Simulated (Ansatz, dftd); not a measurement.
Reaction: NCO (SMILES [N]=C=O, doublet) → NCO- (SMILES [N-]=C=O) (an electron is taken up)
Each species at its own B3LYP-D3(BJ)/def2-TZVP minimum (Ansatz, an electronic-structure program).

Wanted: adiabatic electron affinity (electronic), positive where energy is released, in eV. UHF or UKS for unpaired electrons; spin-orbit terms are left out. Correlated methods leave the cores frozen. Rows without X2C or -DK are non-relativistic. CBS(X,Y): correlation extrapolated as X^-3, Hartree-Fock from the larger set. A bracket is a step between two methods taken in the basis named. Functionals run without relativity, which enters their misses. Double hybrids freeze cores in their MP2 part. 'core' is core correlation in cc-pwCVTZ, 'X2C' scalar relativity in cc-pVTZ-DK, both at CCSD(T). def2-TZVPD holds few diffuse functions, which lowers the functionals' binding of the extra electron. The UHF reference of CNO ([N]=C=O, doublet) is spin-contaminated (<S^2> up to 0.10 over the pure value in the sets run).

```tsv
level	program	adiabatic electron affinity (eV)	difference against the last row
PBE/def2-TZVPD	Ansatz	3.43	-0.21
B2PLYP-D3(BJ)/def2-TZVPD	Ansatz + dftd3	3.55	-0.09
B2GP-PLYP-D4/def2-TZVPD	Ansatz + dftd4	3.60	-0.04
MP2/aug-cc-pVQZ	Ansatz	4.13	0.49
CCSDT(Q)/aug-cc-pVDZ	Ansatz	3.40	-0.24
CCSD(T)/CBS(aug-cc-pVTZ,aug-cc-pVQZ) + [CCSDT(Q) - CCSD(T)]/aug-cc-pVDZ + core + X2C	Ansatz	3.64	0.00
```
